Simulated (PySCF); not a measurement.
SMILES F[SiH2][CH2][GeH3] (CH7FGeSi) at its PBE0/def2-SVP optimised geometry (Å):

```
11

Si     0.7830    -1.3476     0.0000
F      2.4130    -1.3476     0.0000
C      0.1557     0.4032     0.0000
Ge    -1.7998     0.5825     0.0300
H      0.3396    -2.0737     1.2243
H      0.3387    -2.0735    -1.2241
H      0.5303     0.9251    -0.8965
H      0.5572     0.9339     0.8796
H     -2.3707    -0.0743     1.3008
H     -2.4130    -0.1051    -1.2044
H     -2.1801     2.0737     0.0177
```

Calculation: PBE0/def2-TZVP in PySCF. Cells within 0.4 Å of a nucleus heavier than hydrogen are left out (blank, or x).

Map of the HOMO amplitude (bohr^(-3/2)), clipped to [-0.25, 0.25] on the plane z = 0.0 Å; orbital energy -8.92 eV, overall sign arbitrary:

```
|44444444444444444444444444444|
|44444444444444444444444444444|
|44444444444444444444444444444|
|44444444444444444444444444444|
|44444444444444444444444444444|
|44444555554444444444444444444|
|44444556654444444444444444444|
|44445568755444444444444444444|
|44445578765433333444444444444|
|44445567654433333444444444444|
|44445566554322223444444444444|
|44445555343210023444444444444|
|44444554xx3210xx5554444444444|
|44444444xx3211xx8655444444444|
|44444444332234799765444444444|
|44444443333345788765433344444|
|44444443333345677754323344444|
|44444444333445565454201344444|
|4444444444444444xx443xx444444|
|4444444444444333xx444xx644444|
|44444444444433333334466544444|
|44444444444433333334455544444|
|44444444444433333334444444444|
|44444444444443333334444444444|
|44444444444444333444444444444|
|44444444444444444444444444444|
|44444444444444444444444444444|
|44444444444444444444444444444|
|44444444444444444444444444444|
```
Scale: ten equal steps from -0.192 (start of '0') to 0.250 (end of '9'), in the order '0123456789'; x runs from -4.50 to 4.50, y from -4.50 (bottom) to 4.50 (top).
